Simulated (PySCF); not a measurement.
PBE0 on Li⁻ (lithium, charge -1), [He] 2s2, closed-shell 1S. Calculation: PySCF 2.14, in aug-cc-pVQZ; the non-relativistic Hamiltonian (point nucleus).

```
cycle= 1 E= -7.48484524036225  delta_E= -0.000965  |g|= 0.00395  |ddm|= 0.268
cycle= 2 E= -7.48489012459389  delta_E= -4.49e-05  |g|= 0.00116  |ddm|= 0.0713
cycle= 3 E= -7.48489584439616  delta_E= -5.72e-06  |g|= 0.000215  |ddm|= 0.0124
cycle= 4 E= -7.48489593289167  delta_E= -8.85e-08  |g|= 2.81e-05  |ddm|= 0.00228
cycle= 5 E= -7.48489593527855  delta_E= -2.39e-09  |g|= 1.1e-06  |ddm|= 0.000627
cycle= 6 E= -7.48489593528637  delta_E= -7.81e-12  |g|= 2.02e-07  |ddm|= 3.2e-05
converged SCF energy = -7.48489593528637  <S^2> = -4.4408921e-16  2S+1 = 1
```

Highest occupied orbital energy: 0.465 eV; ⟨L²⟩ = 0.00; populations by l: s 4.00, p 0.00, d 0.00, f 0.00.

Q: Can this result be used?

A: With care. The calculation finished and met its thresholds. At PBE0 the highest occupied level has a positive energy, so only the finite basis holds that electron; in a semilocal or global hybrid functional this comes from self-interaction and does not mean that the real anion is unbound.
